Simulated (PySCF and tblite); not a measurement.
Results of a calculation; reference values are marked as such.
C₈H₄Cl₂S₂, numbered as in [c:1]1([Cl:2])[cH:3][s:4][c:5](-[c:7]2[s:8][cH:9][c:10]([Cl:11])[cH:12]2)[cH:6]1. The ensemble was built from 200 distance-geometry starts (ETKDG and KDG, MMFF94s, GFN2-xTB) and rests on GFN2-xTB geometries. Weights use PBE0-D3(BJ)/pcSseg-1 energies plus GFN2-xTB zero-point and thermal terms (modes under about 100 cm⁻¹ blended into free rotors). Symmetry numbers and mirror images are counted. Conformers within 2.5 kcal/mol (GFN2-xTB free energy) were kept, 7 at most. GIAO shieldings: PBE0/pcSseg-1. Shifts are against TMS (¹H), TMS (¹³C) at the same level. (PySCF 2.14, tblite 0.8.)

Torsions listed: S4–C5–C7–S8.

```json
{"conformer": "1", "shape": "180°", "point group": "C2h", "mirror pair": "no", "ΔE(DFT)": "0.00", "Δ(G−E) at 298.15 K": "0.00", "δ C3/C9 (ppm)": "126.9"}
{"conformer": "2", "shape": "0°", "point group": "C2v", "mirror pair": "no", "ΔE(DFT)": "0.77", "Δ(G−E) at 298.15 K": "-0.15", "δ C3/C9 (ppm)": "126.0"}
```

Energies in kcal/mol; the thermal term leaves out symmetry numbers and mirror images.

Question: Work out the weights at 298.15 K and the ¹³C shift of C3/C9 under fast exchange.

Answer: RT = 0.592 kcal/mol. Each conformer gets RT ln(σ/g), with σ the rotational symmetry number and g = 2 for a mirror pair: 1: σ = 2, g = 1, G = 0.00 + 0.00 + 0.41 = 0.41, 0.00 above the lowest, exp(−ΔG/RT) = 1.000; 2: σ = 2, g = 1, G = 0.77 − 0.15 + 0.41 = 1.03, 0.62 above the lowest, exp(−ΔG/RT) = 0.352. The sum is 1.352, so the weights are 73.9, 26.1 %. The averaged shift is 126.7 ppm. At 298.15 K the leading conformer alone gives 126.9 ppm and bare DFT energies give 126.7 ppm.
